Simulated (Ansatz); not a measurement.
FH₅OSSi₂, SMILES `O[SiH2]S[SiH2]F`. The species carries charge 0 and has multiplicity 1.

```xyz
10

O     2.1011   -0.0515   -0.6035
Si    0.9537    1.0454   -0.1951
S    -0.9809    0.5596   -0.9804
Si   -1.5000   -0.9441    0.4191
F    -2.1922   -0.3028    1.7073
H     2.2337   -0.2402   -1.5340
H     0.9285    1.0472    1.2821
H     1.2425    2.3877   -0.7551
H    -2.4900   -1.8333   -0.2246
H    -0.2965   -1.6680    0.8842
```

(1) List the harmonic frequencies (cm⁻¹, unscaled) at PBE0-D4/def2-TZVP in Ansatz. (An estimate is asked.)

(2) Is this a minimum?

(3) Give the ideal-gas thermochemistry at 298.15 K and 1 bar (rigid rotor, harmonic oscillator; point group C1, symmetry number 1).

(4) And at 400, 500, 600, 800 and 1000 K?

Results:

(1) Computed: 40, 55, 119, 195, 243, 293, 489, 515, 571, 639, 736, 753, 836, 867, 875, 914, 926, 952, 955, 2238, 2256, 2269, 2273, 3918.

(2) Yes, all 24 modes are real.

(3) Zero-point energy 143.1 kJ/mol; H(298) − E = 166.7 kJ/mol; entropy 379.9 J/(mol·K), of which translation 169.4, rotation 118.1, vibration 92.4; G(298) − E = 53.4 kJ/mol. Modes under 100 cm⁻¹ are hindered rotations or soft bends, so the harmonic entropy is rough.

(4) 
| T (K) | H − E (kJ/mol) | S (J/mol/K) | G − E (kJ/mol) |
| --- | --- | --- | --- |
| 400 | 180.1 | 418.3 | 12.7 |
| 500 | 195.0 | 451.6 | -30.8 |
| 600 | 211.3 | 481.3 | -77.5 |
| 800 | 246.7 | 532.1 | -179.0 |
| 1000 | 284.8 | 574.6 | -289.7 |
